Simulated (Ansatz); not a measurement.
A run on CH2AlFO, SMILES `[F][Al]1[CH2][O]1` with other settings.

```yaml
crystal:
  periodic: [false, false, false]
  atoms:
    - {symbol: F, position_ang: [-0.391796, -2.590736, 0.634582]}
    - {symbol: Al, position_ang: [-0.190299, -1.024519, 0.215913]}
    - {symbol: C, position_ang: [0.331959, 0.748363, -0.049716]}
    - {symbol: O, position_ang: [-0.897659, 0.191062, -0.720311]}
    - {symbol: H, position_ang: [1.093151, 1.053655, -0.767309]}
    - {symbol: H, position_ang: [0.096743, 1.558074, 0.640641]}
basis:
  gaussian: {orbitals: cc-pVTZ}
hamiltonian: {xc: {name: PBE}}
output: {forces: true}
```

```sh
$ ansatz run in.yaml --threads 2 --pin off --events-out ev --progress --plain --max-ram 4352MiB
```

It prints (some lines left out):

```
Functional definition: PBE
870 factors; their error is unknown
mean field evaluation 1: about -12411.1396 eV, gradient 8.0e1 eV
mean field evaluation 2: about -12302.8916 eV, gradient 2.1e2 eV
mean field evaluation 4: about -12423.4329 eV, gradient 2.1e1 eV
mean field evaluation 8: about -12424.0372 eV, gradient 2.6e-1 eV
mean field evaluation 16: about -12424.0118 eV, gradient 1.4e-4 eV
mean field -12424.01179442 eV, -456.5740121474 hartree, gradient 1.4e-5 eV, S^2 0.000000; 0 other end points of the search recorded, 0 dependent functions left out
reference -12424.01183726 eV, -456.5740137216 hartree; 19, 19 occupied and 133, 133 virtual orbitals, 870 factors
Total energy: -12424.01183726 eV, -456.5740137216 hartree
Atom 0 at    -0.391796    -2.590736     0.634582 Å, force    -0.129098    -0.869702     0.220262 eV/Å
Atom 1 at    -0.190299    -1.024519     0.215913 Å, force     0.369759     0.005860     0.259533 eV/Å
Atom 2 at     0.331959     0.748363    -0.049716 Å, force     0.327896     0.275147     0.133189 eV/Å
Atom 3 at    -0.897659     0.191062    -0.720311 Å, force    -0.731606     0.339696    -0.639306 eV/Å
Atom 4 at     1.093151     1.053655    -0.767309 Å, force     0.188725     0.070209    -0.138114 eV/Å
Atom 5 at     0.096743     1.558074     0.640641 Å, force    -0.025677     0.178790     0.164436 eV/Å
Dipole moment:     0.243268    -0.061099     0.194054 e Å
```

Hardware: 2 threads of an Arm Neoverse V2 on a shared host. Wall time 1.4 s, peak host memory 0.15 GiB.
